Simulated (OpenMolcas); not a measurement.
# Ionisation energies of lead

| Property | Result |
| --- | --- |
| Program | OpenMolcas 26.06 |
| Basis | ANO-RCC-VQZP [9s8p6d4f3g] |
| Scalar Hamiltonian | DKH2, point nucleus |
| Spin-orbit coupling | state interaction with AMFI integrals over the reference wave functions, term energies averaged over their components |

Active shells in each charge state: the valence s, p shells, with orbitals averaged over the low states. Where CASPT2's correlated closed shells are named, they are those of the first ion.

A. CASSCF
B. SS-CASPT2, IPEA 0.25 Eh, imaginary shift 0.1 Eh (closed shells correlated: 5d)
C. SS-CASPT2, IPEA 0.25 Eh, imaginary shift 0.1 Eh (closed shells correlated: 4f 5s 5p 5d)
D. SS-CASPT2, IPEA 0.25 Eh, imaginary shift 0.1 Eh (closed shells correlated: none)
E. SS-CASPT2, IPEA 0 Eh, imaginary shift 0.1 Eh (closed shells correlated: 5d)

Energies in eV between the lowest computed levels, named as in B; reference values from the NIST Atomic Spectra Database with their kind.

```json
{"From": "Pb 6s2 6p2 3P0", "To": "Pb+ 6s2 6p 2P* 1/2", "A": "6.580", "B": "7.290", "C": "7.312", "D": "7.034", "E": "7.388", "Spin-orbit share in B": "+0.229", "Reference": "7.417 (measured)"}
{"From": "Pb+ 6s2 6p 2P* 1/2", "To": "Pb2+ 6s2 1S0", "A": "13.823", "B": "14.809", "C": "14.866", "D": "14.343", "E": "14.896", "Spin-orbit share in B": "+1.024", "Reference": "15.032 (measured)"}
{"From": "Pb2+ 6s2 1S0", "To": "Pb3+ 6s 2S 1/2", "A": "30.438", "B": "31.629", "C": "31.772", "D": "30.506", "E": "31.634", "Spin-orbit share in B": "+0.000", "Reference": "31.937 (measured)"}
{"From": "Pb3+ 6s 2S 1/2", "To": "Pb4+ 5d10 1S0", "A": "40.490", "B": "42.117", "C": "42.347", "D": "40.490", "E": "42.186", "Spin-orbit share in B": "+0.000", "Reference": "42.333 (measured)"}
```

Steps that some method lacks are left out, and so are those with a state whose active s or d shell is doubly occupied in every root (s and p with five to eight electrons, d10) over a frozen core shell of the same l, since the two then mix freely.

Error against the reference values, in %:

```
From  Reference      A     B     C     D     E
  Pb   measured  -11.3  -1.7  -1.4  -5.2  -0.4
 Pb+   measured   -8.0  -1.5  -1.1  -4.6  -0.9
Pb2+   measured   -4.7  -1.0  -0.5  -4.5  -0.9
Pb3+   measured   -4.4  -0.5     0  -4.4  -0.3
```

Mean absolute error over the 4 measured values: A 1.35 eV, B 0.22 eV, C 0.11 eV, D 1.09 eV, E 0.15 eV. C lies closest.

* marks odd parity.
